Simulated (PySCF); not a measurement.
# Deuteron quadrupole couplings in `C=NC1=C[SiH2]OC(=O)C1`

Compound: C5H7NO2Si.
Structure used (GFN2-xTB), in Å, numbered top down from 1:
```xyz
16
C5H7NO2Si angstrom
C      2.8637   -0.3301   -0.3683
N      1.7079   -0.7944   -0.5065
C      0.5439   -0.1919   -0.0997
C      0.1895    1.0581   -0.4476
Si    -1.5760    1.5710   -0.1362
O     -2.3468    0.1154    0.0164
C     -1.8246   -1.0828    0.2183
O     -2.4768   -2.0803    0.0966
C     -0.3698   -1.1108    0.6640
H      3.6894   -0.8757   -0.8017
H      3.0971    0.5857    0.1807
H      0.8917    1.6543   -1.0116
H     -2.2589    2.1767   -1.2681
H     -1.7548    2.2648    1.1389
H     -0.3737   -0.8129    1.7179
H     -0.0092   -2.1382    0.5956
```

Level: PBE0/pcSseg-1 (PySCF, non-relativistic); Q(2H) = 0.00286 b; rigid geometry, the same for H and D, with no vibrational averaging.

Problem. Rank these positions by the coupling χzz of a deuteron there, largest first.
A. H16 (methylene hydrogen)
B. H13 (Si–H hydrogen)
C. H10 (hydrogen on a C=N carbon)
D. H12 (vinylic hydrogen)

Solution. D (225 kHz), C (216 kHz), A (199 kHz), B (111 kHz).

Problem. Give the electric field gradient Vzz (the principal value of largest size), its asymmetry and the 2H coupling at each hydrogen.

Solution. 
| atom | bonded to | bond length (Å) | Vzz (au) | η | χzz (kHz) |
| --- | --- | --- | --- | --- | --- |
| H10 | C1 | 1.080 | 0.3208 | 0.03 | 216 |
| H11 | C1 | 1.093 | 0.2973 | 0.03 | 200 |
| H12 | C4 | 1.080 | 0.3350 | 0.07 | 225 |
| H13 | Si5 | 1.454 | 0.1651 | 0.02 | 111 |
| H14 | Si5 | 1.463 | 0.1592 | 0.03 | 107 |
| H15 | C9 | 1.095 | 0.2972 | 0.02 | 200 |
| H16 | C9 | 1.091 | 0.2965 | 0.03 | 199 |

Problem. Average by the element that carries the hydrogen.

Solution. on C: 208 kHz over 5 positions, mean bond length 1.088 Å; on Si: 109 kHz over 2 positions, mean bond length 1.458 Å.

Problem. Give the 2H NMR doublet splittings at H14 for a magnetic field along the z, y and x axes of the gradient: 3χ/2, 3χ(1 + η)/4, 3χ(1 − η)/4.

Solution. With |χ| = 107.0 kHz and η = 0.030: 160, 83 and 78 kHz, to first order and without motion.

Geometry: GFN2-xTB, one conformer, isolated molecule. GFN2-xTB bond lengths can be off by several hundredths of an ångström, more for odd bonds, and the gradients follow them. These gradients aren't converged with respect to the basis.
